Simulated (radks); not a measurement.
Problem. Ag1.25+, 45.75 electrons, occupied as [Kr] 5s(up 0.5, down 0.5) 4d(up 4.75, down 4) (fractional occupations, a model configuration). All-electron calculation, scalar-relativistic Kohn-Sham, PBEsol, spin-polarised, spherical densities, finite nucleus; Fermi nuclear charge, rms radius 4.5454 fm. Program: a radial shooting solver on a logarithmic mesh with Libxc functionals. Some entries of the table are withheld. Estimate them.

| orbital | occ. | eigenvalue (hartree) | <1/r> (bohr^-1) |
|---|---|---|---|
| 1s up | 1 | -930.9188 | 49.41 |
| 1s down | 1 | -930.9187 | 49.41 |
| 2s up | 1 | -137.6027 | 11.22 |
| 2s down | 1 | -137.5974 | 11.22 |
| 2p up | 3 | -123.5154 | 10.84 |
| 2p down | 3 | -123.5114 | 10.84 |
| 3s up | 1 | -25.71736 | 3.942 |
| 3s down | 1 | -25.71439 | 3.942 |
| 3p up | 3 | -21.09104 | 3.756 |
| 3p down | 3 | -21.08770 | 3.756 |
| 3d up | 5 | -13.78957 | 3.530 |
| 3d down | 5 | -13.78465 | 3.530 |
| 4s up | 1 | (1) | (2) |
| 4s down | 1 | (3) | (4) |
| 4p up | 3 | -2.75208 | 1.366 |
| 4p down | 3 | -2.73130 | 1.367 |
| 4d up | 4.75 | -0.83748 | 1.023 |
| 4d down | 4 | -0.81794 | 1.020 |
| 5s up | 0.5 | (5) | 0.4905 |
| 5s down | 0.5 | (6) | 0.4866 |

Solution. 
(1) 4s up eigenvalue (hartree): -4.09832
(2) 4s up <1/r> (bohr^-1): 1.519
(3) 4s down eigenvalue (hartree): -4.07802
(4) 4s down <1/r> (bohr^-1): 1.519
(5) 5s up eigenvalue (hartree): -0.55913
(6) 5s down eigenvalue (hartree): -0.55154
